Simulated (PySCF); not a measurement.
# C5H17AlO2Si: full NMR table

```
Formula                               : C5H17AlO2Si
SMILES                                : C[O+](C)[AlH2-][O][Si](C)(C)C
Point group of the computed structure : C1
Carbon signals                        : 2
Proton signals                        : 3
```

Bonds (- single, = double, # triple, : aromatic): C1-O2, O2-C3, O2-Al4, Al4-O5, O5-Si6, Si6-C7, Si6-C8, Si6-C9. C1 carries H10, H11, H12; C3 carries H13, H14, H15; Al4 carries H16, H17; C7 carries H18, H19, H20; C8 carries H21, H22, H23; C9 carries H24, H25, H26. Formal charges: O2 +1, Al4 -1.

Isolated molecule, non-relativistic Hamiltonian, one conformer, one averaged value for each set of equivalent atoms. σ from GIAO-HF/pcSseg-1; PBE0-D3(BJ)/def2-SVP structure; PySCF 2.14.

Scale: 1H and 13C and 29Si against TMS; 17O against H2O; 27Al vs AlH4- (reference shieldings calculated alike).

```tsv
carbon	δC, type	δH (multiplicity)	HMBC from (2–3 bonds)	span of the C tensor (ppm)
C1/C3	54.4, CH3	3.58 (s)	H10/H11/H12/H13/H14/H15, H16/H17	77
C7/C8/C9	2.6, CH3	0.04 (s)	H18/H19/H20/H21/H22/H23/H24/H25/H26	12
```

Other nuclei:
```
  atoms  nucleus                             environment  δ (ppm)  σ (ppm)
H16/H17       1H  hydrogen on an aluminium bonded to 2 O     3.49    28.19
    Si6     29Si                silicon bonded to 3 C, O      0.8    392.6
     O5      17O                 oxygen bonded to Al, Si     44.9    288.4
     O2      17O          donor oxygen of a Lewis adduct    -21.8    355.2
    Al4     27Al            aluminium bonded to 2 O, 2 H     27.6    488.7
```

δC 54.4: methyl carbon bonded to O; deshielded by the electronegative neighbour. δC 2.6: methyl carbon bonded to Si; an electropositive neighbour leaves it electron-rich and shielded. δH 3.58: hydrogen on a methyl carbon bonded to O; its carbon carries O, hence the downfield position. δH 3.49: hydrogen on an aluminium bonded to 2 O. δH 0.04: hydrogen on a methyl carbon bonded to Si; an electropositive neighbour shields it, as in TMS itself.

Hydrides on Al or Ga are broadened by the quadrupolar metal nucleus. Shifts are as computed. Against solution values, carbons near 30 ppm lie about -0 ppm off and those near 130 ppm about +7 ppm. Of 1313 compounds with measured shifts, 239 miss one by over three times the rms of a fit or turn the order of signals round; such compounds aren't used in these exercises. Experimental scales use liquid or dissolved standards, which lie at an offset from isolated H2O (liquid H2O: subtract about 36 ppm). Multiplicities follow the n + 1 count of equivalent neighbours, as no J values were calculated; m marks all less simple cases, F and P coupling included.
